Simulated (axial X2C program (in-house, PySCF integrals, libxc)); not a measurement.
CoOH⁻: properties at the nuclei

Calculated with an in-house all-electron X2C program for linear molecules (integrals from PySCF): two-component X2C with atomic mean-field Coulomb and Gaunt terms, Gaussian nuclei, basis Co dyall-v3z, O dyall-av3z, H dyall-v3z with contracted cores.

Co–O–H held linear, with bonds 1.823 and 0.951 Å (near the PBE0 minimum at charge -1 of the determinant lowest at the starting distance; the state shown can have its own minimum elsewhere, held linear; other orders of the atoms were not compared).

Determinant lowest in the PBE0 search, Ω = 9/2 (⟨Sz⟩ = 1.50, ⟨Lz⟩ = 3.00 at PBE0), spin on the atoms Co 1.44, O 0.06, H 0.00:

```tsv
level	Eeff magnitude (GV/cm)	Ws magnitude Co (kHz)	A∥/gI Co (MHz)	qzz Co (a.u.)	A∥/gI O (MHz)	qzz O (a.u.)	A∥/gI H (MHz)	qzz H (a.u.)
PBE0	0.2	0.0287	395	-0.54	23.3	1.59	2.2	0.54
HF	0.11	0.00222	415	-0.38	10.4	1.60	1.55	0.54
LDA	0.402	0.0473	442	-0.82	32.4	1.49	2.43	0.54
```

Eeff is the effective electric field on the electron electric dipole moment in this Ω state and Ws the scalar–pseudoscalar constant of the nucleus named (defined with the proton number Z and per Ω); A∥ (defined per Ω) follows by multiplying with gI = μI/(I μN); qzz is the electric field gradient, eQq0 = 234.96 MHz × Q/barn × qzz. The operators were transformed with the bare-nucleus X2C matrices; with these basis sets, hyperfine constants and field gradients can be off by tens of per cent, and where levels differ in sign neither size nor sign is settled.

Question: With gI(59Co) = 1.3220, Q(17O) = -0.02558 barn, gI(1H) = 5.5857 (g factors from the IAEA table of nuclear moments by Stone; Q from Pyykkö, Mol. Phys. 2018), turn the PBE0 values of the first state into constants in MHz.

Answer: A∥(59Co) = 395 × 1.3220 = 522 MHz; eQq0(17O) = 234.96 × (-0.02558) × (1.59) = -9.56 MHz; A∥(1H) = 2.2 × 5.5857 = 12.3 MHz.

The molecule was held linear; bending was not examined, so a bent shape may lie lower.

Each state is one determinant with collinear spin, which with several unpaired electrons need not be a pure state. Unrestricted Hartree–Fock can overshoot spin polarisation at the nuclei. In the state Ω = 9/2 the sign of Eeff differs between levels (HF against PBE0). For an anion, determinants above electron detachment, or with a positive highest level, are held by the basis set. With several open shells hyperfine constants can be off by a factor of several. Where Eeff spreads by more than a factor of two the levels disagree and none is to be relied on. The search compared states at one distance, so a state with another bond length can lie lower. The sign of Ws at Co differs between levels in the first state. Further determinants of the search, some of them spin-mixed, are not shown. Where a field gradient or hyperfine factor spreads by more than a factor of two over the levels, a constant derived from it is not to be relied on.
